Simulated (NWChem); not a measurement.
# SiH$_{4}$S$_{3}$; SMILES S[SiH](S)S

```xyz
8

Si     0.0000     0.0000    -0.2257
S     -1.9912     0.2006     0.5278
S      1.1693     1.6242     0.5278
S      0.8219    -1.8247     0.5278
H      0.0000     0.0000    -1.7174
H     -2.2986     1.2503    -0.2695
H      2.2321     1.3655    -0.2695
H      0.0665    -2.6158    -0.2695
```
Atoms are numbered in this order, from 1.

Results from NWChem. The geometry was optimised at PBE0/def2-SVP. Ions are spin-unrestricted doublets at the neutral geometry; other ion states weren't tried.

**Question.** Predict the results for CAM-B3LYP/def2-SVP. Quantities: vertical ionisation energy, ΔSCF (eV); −ε(HOMO) (eV).

**Answer.** 
| Item | Value |
|---|---|
| vertical ionisation energy, ΔSCF (eV) | 9.64 |
| −ε(HOMO) (eV) | 8.72 |
